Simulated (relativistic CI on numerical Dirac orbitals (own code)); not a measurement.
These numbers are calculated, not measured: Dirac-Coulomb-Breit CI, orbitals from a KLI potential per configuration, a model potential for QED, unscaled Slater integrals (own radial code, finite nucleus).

The strongest absorption lines from the ground level of an ion, among the configurations computed and to levels below about 611 eV (vacuum wavelength in nm, gf): 2.0402 (0.47), 2.0409 (0.51), 2.0514 (1.2), 2.0571 (0.6), 2.0579 (0.46), 2.6992 (0.33), 2.7146 (0.31), 5.8969 (1.2).

(1) Which ion is it?
A. Cd21+
B. Pd19+
C. Sn23+
D. Cd23+

Answers

(1) A. Cd21+ has 27 electrons and the ground level 3s2 3p6 3d9 2D_5/2; the strongest line goes to 3s2 3p5 3d9 4s 2F°_7/2. The pattern of lines fixes the number of electrons, and along that sequence the line energies rise steadily with the charge (about as its square where n changes within one kind of shell, about linearly where n is kept but much faster in heavy ions where fine structure, which grows about as Z⁴, sets the gap, and irregularly where shells cross), which fixes Z. Configurations outside the model, such as inner-shell arrays, can give stronger lines. At this charge energies of transitions that change n are usually good to better than 1 %, and those within a shell (Δn = 0) to a few per cent.

LS names give the leading component of a level, which can be under half, so a name can repeat, a term be missing and a line seem to break the LS rules.
